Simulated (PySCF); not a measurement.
# C₆ coefficients of unlike pairs at r2SCAN0

Calculated with PySCF 2.14 from the dipole response of each species, C₆(A,B) = (3/π) ∫ α_A(iu) α_B(iu) du, in atomic units, from isotropic polarisabilities. For ions this is the dispersion term alone; charge-induced terms of lower order in 1/R come first.

```
species      configuration                        basis     relativity  α (bohr³)  C₆ (like pair)
      B  [He] 2s2 2p1 (2P)      dyall-acv3z (15s9p4d2f)  spin-free X2C      22.00           109.7
   Zn³⁺      [Ar] 3d9 (2D)      dyall-av2z (16s12p7d2f)           none      1.348           2.879
   Ne²⁺  [He] 2s2 2p4 (3P)         dyall-av2z (11s7p2d)           none     0.8352           1.061
     Mn  [Ar] 3d5 4s2 (6S)  aug-cc-pwCVTZ (10s9p7d4f3g)           none      79.47           787.8
```

Question: Estimate C₆ for Zn³⁺ with B.

Answer: The integral gives 12.05. The combination rule 2 C_A C_B / (C_A α_B/α_A + C_B α_A/α_B) gives 11.76 and the geometric mean 17.77.

No spin-orbit coupling is included.

The other pairs:

```tsv
pair	C₆
Mn, B	284.4
Ne²⁺, B	7.453
Ne²⁺, Zn³⁺	1.742
Mn, Ne²⁺	17.24
Mn, Zn³⁺	27.92
```
